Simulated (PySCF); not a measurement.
A structure optimised at PBE-D3(BJ)/def2-SVP, used in a PySCF frequency run:

```xyz
10

B      0.0000     0.0000     0.0000
C     -1.5253     0.0000     0.0000
C     -2.7564     0.0000     0.0000
H     -3.8388     0.0000     0.0000
C      0.7626     1.3209     0.0000
C      1.3782     2.3871     0.0000
H      1.9194     3.3245     0.0000
C      0.7626    -1.3209     0.0000
C      1.3782    -2.3871     0.0000
H      1.9194    -3.3245     0.0000
```
Charge 0, spin multiplicity 1.

Q: Write its SMILES, formula and point group.

A: C#CB(C#C)C#C, C6H3B, D3h

Q: What are its rotational constants (standard atomic weights)?

A: 2.5133, 2.5133, 1.2566 GHz
